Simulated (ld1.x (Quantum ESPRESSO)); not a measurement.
What one change does to a pseudopotential (iron (Fe), RRKJ)

ld1.x (Quantum ESPRESSO) 7.5 input, shortened:

```
&input
   title='Fe', zed=26., rel=2, dft='PBESOL', iswitch=3,
   config='[Ar] 3d5 4s0 4p0', rel_dist='average'
 /
 &inputp
   pseudotype=2, tm=.false., rho0=0.02, lloc=2,
   nlcc=.false.
 /
3
3S  1  0   2.00   0.00  1.10  1.10  0.0
3P  2  1   6.00   0.00  1.40  1.40  0.0
3D  3  2   5.00   0.00  1.15  1.15  0.0
 &test
   configts(1)='3s2 3p6 3d5 4s0 4p0'
 /
```

Open shells are filled in proportion to 2j + 1 (rel_dist='average').

All-electron outer shells of the reference configuration (PBEsol, scalar-relativistic, ld1.x):

```json
{"shell": "2p", "level (eV)": "-736.10", "outermost node (bohr)": "–", "outermost maximum (bohr)": "0.18"}
{"shell": "3s", "level (eV)": "-130.87", "outermost node (bohr)": "0.33", "outermost maximum (bohr)": "0.70"}
{"shell": "3p", "level (eV)": "-96.80", "outermost node (bohr)": "0.30", "outermost maximum (bohr)": "0.71"}
{"shell": "3d", "level (eV)": "-43.18", "outermost node (bohr)": "–", "outermost maximum (bohr)": "0.69"}
{"shell": "4s", "level (eV)": "-31.02", "outermost node (bohr)": "0.98", "outermost maximum (bohr)": "2.02"}
{"shell": "4p", "level (eV)": "-23.85", "outermost node (bohr)": "1.05", "outermost maximum (bohr)": "2.29"}
```

Change: reference 3s2 3p6 3d6 4s2 4p0.

Cutoffs: the cutoffs (Ry, on a coarse ladder) from which the occupation-weighted sum of valence levels, in a spherical-Bessel basis at the reference potential, stays within 10 and 1 mRy of its value at 400 Ry; they do not see the model core or the augmentation charge, which bear on the density cutoff. Errors are all-electron minus pseudo energies relative to the spin-unpolarised reference configuration.

Problem. What does the change do?

Solution. The potential gets neither clearly harder nor softer (160 Ry and 230 Ry → 160 Ry and 230 Ry); the range in which the s phases agree widens (upper end -0.2 → 2.4); the range in which the p1/2 phases agree widens (upper end -0.0 → 2.6); neither file shows a bound ghost. In the base the local d channel has no projectors, so it cannot carry the spin–orbit splitting, and the file is wrong for that shell.

```tsv
quantity	base	changed
cutoff, loose	160 Ry	160 Ry
cutoff, tight	230 Ry	230 Ry
bound ghosts	none	none
largest miss of a reference level, eV	0.11	0.09
largest error over its own tests, meV	-80	+76
s: phases at 1.55 bohr within 0.05 rad from the reference energy up to (Ry; the scan ends near 5)	-0.2	2.4
p1/2: phases at 1.55 bohr within 0.05 rad from the reference energy up to (Ry; the scan ends near 5)	-0.0	2.6
p3/2: phases at 1.55 bohr within 0.05 rad from the reference energy up to (Ry; the scan ends near 5)	0.1	2.8
d3/2: phases at 1.55 bohr within 0.05 rad from the reference energy up to (Ry; the scan ends near 5)	1.6	4.2
d5/2: phases at 1.55 bohr within 0.05 rad from the reference energy up to (Ry; the scan ends near 5)	1.7	4.4
```
